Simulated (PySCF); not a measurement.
## Electron correlation in Ne³⁺ (neon, charge +3)

[He] 2s2 2p3, high-spin 4S determinant. All numbers are calculated (PySCF 2.14, scalar relativity by spin-free X2C-1e, in ANO-RCC-VTZP). Frozen: 1s2; 5 electrons correlated.

```
  level  correlation energy (mhartree)
   CCSD                        -115.22
    (T)                          -0.90
CCSD(T)                        -116.12
  CCSDT                        -116.23
```

Diagnostics: T1 = 0.0021, D1 = 0.0047, largest double amplitude 0.028.

Cost of the coupled-cluster step: roughly 0.5 core-seconds, for 5 correlated electrons.
